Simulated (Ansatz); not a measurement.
`[CH3][Mg][N](C)C` + H₂O → `C[N](C)[Mg][OH]` + CH₄  (formal hydrolysis of a Mg–C bond)

Program: Ansatz. Geometries: PBE0-D4/def2-TZVP. ΔE: electronic, gas phase. CCSD(T)/CBS is the MP2 limit (def2-TZVPP, def2-QZVPP) plus CCSD(T) − MP2 in def2-TZVPP, frozen cores. This one scheme is used for every species. Functionals use def2-TZVPP. For Mg outer-core shells are correlated without core-valence functions, which leaves a few kJ/mol of doubt a bond. Each species was taken in one conformer, which may not be the lowest.

`[CH3][Mg][N](C)C`:

Cartesian coordinates in Å:
```
C 2.543 -1.896 0.354
Mg 0.886 -0.662 0.124
N -0.630 0.469 -0.087
C -1.769 0.168 -0.911
C -0.796 1.744 0.555
H 2.413 -2.600 1.182
H 3.450 -1.320 0.558
H 2.733 -2.488 -0.547
H -1.925 0.919 -1.706
H -1.661 -0.803 -1.410
H -2.709 0.127 -0.334
H -0.907 2.571 -0.170
H 0.063 1.992 1.189
H -1.691 1.778 1.202
```

H₂O:

Z-matrix (Å, degrees):
```
O
H 1 0.960
H 1 0.960 2 105.1
```

`C[N](C)[Mg][OH]`:

```xyz
12

C     1.532   -0.132    0.156
N     0.125    0.125    0.007
C    -0.138    1.539    0.042
Mg   -1.197   -1.211   -0.210
O    -2.423   -2.455   -0.491
H     1.753   -1.205    0.133
H     1.932    0.256    1.110
H     2.132    0.335   -0.645
H     0.185    2.003    0.990
H    -1.206    1.756   -0.070
H     0.385    2.083   -0.765
H    -3.080   -3.096   -0.255
```

CH₄:

```xyz
5

C     0.000    0.000    0.000
H    -0.846    0.680    0.091
H     0.874    0.440    0.479
H     0.213   -0.175   -1.054
H    -0.241   -0.946    0.483
```

| level | ΔE (kcal/mol) |
| --- | --- |
| PBE-QIDH | -32.2 |
| PBE0 | -31.0 |

Question: What does CCSD(T)/CBS give? (Best estimate.)

Answer: The calculation gave: -31.7 kcal/mol. The listed levels differ from it by -0.5, 0.7 kcal/mol.

Largest T1 diagnostic among the species: 0.011.

At CCSD(T), def2-SVP lies −5.1 kcal/mol from the extrapolated value and def2-TZVPP −0.1 kcal/mol. In def2-TZVPP, CCSD(T) changes the Hartree–Fock value by +4.0 kcal/mol (the triples alone add +0.7 kcal/mol) and MP2 by +2.6 kcal/mol. From BLYP to BHLYP (50 % exact exchange), in def2-TZVPP and without D4, ΔE moves by −1.4 kcal/mol.
